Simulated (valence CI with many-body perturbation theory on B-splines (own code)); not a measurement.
The numbers below are computed, except where a source is named.
## Energy levels of Ge XX

Level of theory: relativistic CI+MBPT: three valence electrons over a frozen Dirac-Fock core [Ne], a basis of 11 s, 11 p, 10 d, 8 f, 5 g, 2 h functions for each j, with the one-electron correlation potential Σ1, the two-electron term Σ2, the three-electron term Σ3, Breit, model QED; selected CI, second order for the rest, scaled by the run's own slope (own B-spline code, finite nucleus).

No measured levels were compared; by estimate levels of excited configurations hold to 0.05 to 0.15 % of their energy, terms of the ground configuration to about 0.5 %.

Levels 1 to 45 of 151, with energies above the lowest level, 3s²3p ²P°_1/2. "Leading %" is the weight of the configuration and term that name the level; weights of strongly mixed levels are sums over their largest components and can fall short. In the jj column 3d3/2^4 stands for four electrons in 3d with j = 3/2.

| No. | Configuration | Term | J | E (cm⁻¹) | Leading % | Leading jj | g | Second component |
| --- | --- | --- | --- | --- | --- | --- | --- | --- |
| 1 | 3s²3p | ²P° | 1/2 | 0 | 98 | 3s^2 3p1/2 (98 %) | 0.664 |  |
| 2 | 3s²3p | ²P° | 3/2 | 54589 | 97 | 3s^2 3p3/2 (97 %) | 1.332 |  |
| 3 | 3s3p² | ⁴P | 1/2 | 332610 | 95 | 3s 3p1/2^2 (63 %) | 2.633 |  |
| 4 | 3s3p² | ⁴P | 3/2 | 358690 | 98 | 3s 3p1/2 3p3/2 (94 %) | 1.725 |  |
| 5 | 3s3p² | ⁴P | 5/2 | 382640 | 90 | 3s 3p1/2 3p3/2 (63 %) | 1.561 | 9 % 3s3p² ²D |
| 6 | 3s3p² | ²D | 3/2 | 453920 | 84 | 3s 3p1/2 3p3/2 (68 %) | 0.819 | 11 % 3s²3d ²D |
| 7 | 3s3p² | ²D | 5/2 | 466430 | 79 | 3s 3p3/2^2 (58 %) | 1.237 | 11 % 3s²3d ²D |
| 8 | 3s3p² | ²P | 1/2 | 530900 | 50 | 3s 3p1/2 3p3/2 (46 %) | 1.347 | 45 % 3s3p² ²S |
| 9 | 3s3p² | ²S | 1/2 | 585720 | 49 | 3s 3p3/2^2 (72 %) | 1.354 | 47 % 3s3p² ²P |
| 10 | 3s3p² | ²P | 3/2 | 597420 | 93 | 3s 3p3/2^2 (66 %) | 1.315 |  |
| 11 | 3s²3d | ²D | 3/2 | 682350 | 84 | 3s^2 3d3/2 (84 %) | 0.802 | 12 % 3s3p² ²D |
| 12 | 3s²3d | ²D | 5/2 | 689600 | 86 | 3s^2 3d5/2 (86 %) | 1.199 | 11 % 3s3p² ²D |
| 13 | 3p³ | ²D° | 3/2 | 846830 | 46 | 3p1/2^2 3p3/2 (66 %) | 1.077 | 19 % 3s3p3d ²D° |
| 14 | 3p³ | ²D° | 5/2 | 867920 | 67 | 3p1/2 3p3/2^2 (67 %) | 1.197 | 31 % 3s3p3d ²D° |
| 15 | 3p³ | ⁴S° | 3/2 | 876640 | 73 | 3p1/2 3p3/2^2 (80 %) | 1.697 | 15 % 3p³ ²D° |
| 16 | 3s3p3d | ⁴F° | 3/2 | 928260 | 95 | 3s 3p1/2 3d3/2 (84 %) | 0.424 |  |
| 17 | 3s3p3d | ⁴F° | 5/2 | 939800 | 95 | 3s 3p1/2 3d3/2 (43 %) | 1.038 |  |
| 18 | 3p³ | ²P° | 1/2 | 953690 | 81 | 3p1/2 3p3/2^2 (81 %) | 0.664 | 17 % 3s3p3d ²P° |
| 19 | 3s3p3d | ⁴F° | 7/2 | 957300 | 95 | 3s 3p1/2 3d5/2 (52 %) | 1.244 | 4 % 3s3p3d ⁴D° |
| 20 | 3p³ | ²P° | 3/2 | 972800 | 59 | 3p3/2^3 (63 %) | 1.339 | 14 % 3s3p3d ²P° |
| 21 | 3s3p3d | ⁴F° | 9/2 | 984650 | 100 | 3s 3p3/2 3d5/2 (100 %) | 1.332 |  |
| 22 | 3s3p3d | ⁴P° | 5/2 | 996120 | 59 | 3s 3p1/2 3d5/2 (88 %) | 1.484 | 29 % 3s3p3d ⁴D° |
| 23 | 3s3p3d | ⁴D° | 3/2 | 1000800 | 63 | 3s 3p1/2 3d3/2 (45 %) | 1.355 | 31 % 3s3p3d ⁴P° |
| 24 | 3s3p3d | ⁴D° | 1/2 | 1002600 | 88 | 3s 3p1/2 3d3/2 (69 %) | 0.249 | 9 % 3s3p3d ⁴P° |
| 25 | 3s3p3d | ⁴D° | 7/2 | 1033300 | 94 | 3s 3p3/2 3d5/2 (65 %) | 1.417 | 4 % 3s3p3d ⁴F° |
| 26 | 3s3p3d | ⁴D° | 5/2 | 1034500 | 66 | 3s 3p3/2 3d3/2 (68 %) | 1.386 | 20 % 3s3p3d ⁴P° |
| 27 | 3s3p3d | ⁴P° | 1/2 | 1036100 | 91 | 3s 3p3/2 3d3/2 (96 %) | 2.423 | 9 % 3s3p3d ⁴D° |
| 28 | 3s3p3d | ⁴P° | 3/2 | 1036200 | 60 | 3s 3p3/2 3d3/2 (85 %) | 1.499 | 34 % 3s3p3d ⁴D° |
| 29 | 3s3p3d | ²D° | 3/2 | 1050600 | 68 | 3s 3p3/2 3d5/2 (32 %) | 0.873 | 18 % 3p³ ²D° |
| 30 | 3s3p3d | ²D° | 5/2 | 1052200 | 46 | 3s 3p3/2 3d5/2 (54 %) | 1.205 | 19 % 3s3p3d ²F° |
| 31 | 3s3p3d | ²F° | 5/2 | 1074800 | 77 | 3s 3p1/2 3d5/2 (41 %) | 0.941 | 18 % 3s3p3d ²D° |
| 32 | 3s3p3d | ²F° | 7/2 | 1114800 | 99 | 3s 3p3/2 3d5/2 (65 %) | 1.142 |  |
| 33 | 3s3p3d | ²P° | 3/2 | 1158200 | 62 | 3s 3p1/2 3d3/2 (36 %) | 1.221 | 19 % 3s3p3d ²D° |
| 34 | 3s3p3d | ²F° | 7/2 | 1184700 | 97 | 3s 3p3/2 3d5/2 (50 %) | 1.146 |  |
| 35 | 3s3p3d | ²P° | 1/2 | 1185500 | 89 | 3s 3p3/2 3d5/2 (76 %) | 0.662 | 9 % 3p³ ²P° |
| 36 | 3s3p3d | ²F° | 5/2 | 1190600 | 94 | 3s 3p3/2 3d3/2 (74 %) | 0.871 |  |
| 37 | 3s3p3d | ²P° | 1/2 | 1212700 | 89 | 3s 3p3/2 3d3/2 (71 %) | 0.660 | 6 % 3p³ ²P° |
| 38 | 3s3p3d | ²D° | 3/2 | 1217800 | 51 | 3s 3p3/2 3d5/2 (49 %) | 1.028 | 41 % 3s3p3d ²P° |
| 39 | 3s3p3d | ²D° | 5/2 | 1223300 | 81 | 3s 3p3/2 3d5/2 (67 %) | 1.182 | 12 % 3p³ ²D° |
| 40 | 3s3p3d | ²P° | 3/2 | 1224300 | 67 | 3s 3p3/2 3d5/2 (45 %) | 1.206 | 19 % 3s3p3d ²D° |
| 41 | 3p²3d | ⁴F | 3/2 | 1391100 | 81 | 3p1/2^2 3d3/2 (69 %) | 0.525 | 7 % 3p²3d ⁴D |
| 42 | 3p²3d | ²F | 5/2 | 1399700 | 83 | 3p1/2 3p3/2 3d3/2 (56 %) | 0.887 | 10 % 3s3d² ²F |
| 43 | 3p²3d | ⁴F | 5/2 | 1407300 | 85 | 3p1/2 3p3/2 3d3/2 (55 %) | 1.071 | 10 % 3p²3d ⁴D |
| 44 | 3p²3d | ²F | 7/2 | 1416100 | 67 | 3p1/2 3p3/2 3d3/2 (46 %) | 1.162 | 10 % 3p²3d ⁴F |
| 45 | 3p²3d | ²P | 3/2 | 1428200 | 61 | 3p1/2 3p3/2 3d3/2 (69 %) | 1.183 | 23 % 3p²3d ⁴D |

Names give the largest LS component (configuration and term), which can be under half, so a name can repeat, a term be missing and a line seem to break the LS rules; names also repeat where a configuration has a term twice.

The ionisation energy to 3s² ¹S0 of the next ion comes out as 749.33 eV (NIST: 744 ± 3 eV (semi-empirical)). All 151 levels together are meant to be complete up to 3008200 cm⁻¹.
